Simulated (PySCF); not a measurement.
**UHF on Gd⁵²⁺ (gadolinium, charge +52)**

Configuration: [Ne] 3s2, closed-shell 1S. Calculation: PySCF 2.14, in an uncontracted even-tempered set (16 s from 13 bohr⁻², ratio 2.5; 10 p from 17 bohr⁻², ratio 2.5; 4 d from 60 bohr⁻², ratio 2.7; 4 f from 90 bohr⁻², ratio 2.7); no relativity, point nucleus.

```json
{
 "Total energy": "-7991.837184 hartree",
 "One-electron energy": "-8624.9213 hartree",
 "Hartree (Coulomb) energy": "745.9614 hartree",
 "Exchange energy": "-112.8773 hartree",
 "Kinetic energy": "7991.61054 hartree",
 "⟨S²⟩": "0.0000",
 "⟨L²⟩": "0.000",
 "Sum of ⟨r⟩": "1.220 bohr",
 "Sum of ⟨r²⟩": "0.2020 bohr²",
 "Density at the nucleus (Gaussians lack the cusp)": "185000 bohr⁻³"
}
```

```
shell  electrons  mean orbital energy (hartree)  rms radius, mean of both spins (bohr)
   1s          2                    -1888.10444                                 0.0274
   2s          2                     -414.50848                                  0.107
   2p          6                     -401.94491                                 0.0923
   3s          2                     -170.92889                                  0.252
```

A non-relativistic calculation at this Z misses sizeable relativistic shifts. Spin-orbit coupling, which splits the p, d and f shells strongly at this Z, is absent.

Spin-orbit constants ζ (cm⁻¹) from the X2C one-electron operator on these orbitals (non-relativistic here): bare nucleus, nucleus screened by l(l+1)(2l+1)/3 electrons, and screened by the Breit-Pauli mean field of the electrons.

```
shell     bare  screened nucleus  mean field
   2p  2951000           2859000     2818000
```
